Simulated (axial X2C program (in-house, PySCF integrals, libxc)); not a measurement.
**Spin–orbit effects down a group: molecules with H (ions), PBE0**

Calculated with an in-house all-electron X2C program for linear molecules (integrals from PySCF), spin-free (one-electron X2C) or two-component (2c: spin–orbit coupling with atomic mean-field Coulomb and Gaunt terms, which also bring small scalar terms), in Dyall basis sets with cores contracted in-house; open shells are unrestricted.

Basis sets: C dyall-av3z, Ge dyall-acv3z, H dyall-av3z, Pb dyall-acv3z, Si dyall-av3z.

```tsv
molecule	spin-free state	Re (Å)	ωe (cm⁻¹)	De (eV)	2c state	Re 2c (Å)	ωe 2c (cm⁻¹)	De 2c (eV)
CH⁻	M_S = 1, Λ = 0	1.137	2650.8	3.56	Ω = 1	1.137	2650.8	3.56
SiH⁻	M_S = 1, Λ = 0	1.560	1852.0	2.97	Ω = 1	1.560	1851.7	2.97
GeH⁻	M_S = 1, Λ = 0	1.624	1706.8	2.75	Ω = 1	1.624	1705.4	2.74
PbH⁻	M_S = 1, Λ = 0	1.882	1426.8	n/a	Ω = 0	1.899	1330.7	n/a
```

Fragments in 2c: C- + H, Si- + H, Ge- + H, Pb + H-. Each entry is the lowest single determinant of a limited PBE0 search at one distance. De goes to single-determinant-based atoms at the same level (for ions the charge split of lowest energy) and is withheld (n/a) where an atom does not fit its ground term or J level. Main or longest-lived isotopes. One determinant is a doubtful description, or other states lie close, for CH⁻, SiH⁻, GeH⁻, PbH⁻; these need not be ground states, and all values refer to the states named. Some open-shell Ω = 0 determinants are out of reach, so the Ω given for CH⁻, SiH⁻, GeH⁻ need not be the lowest component. With several unpaired electrons the Ω given is that of one determinant, not necessarily of the lowest component. The functionals have no current term, which raises determinants with orbital currents.
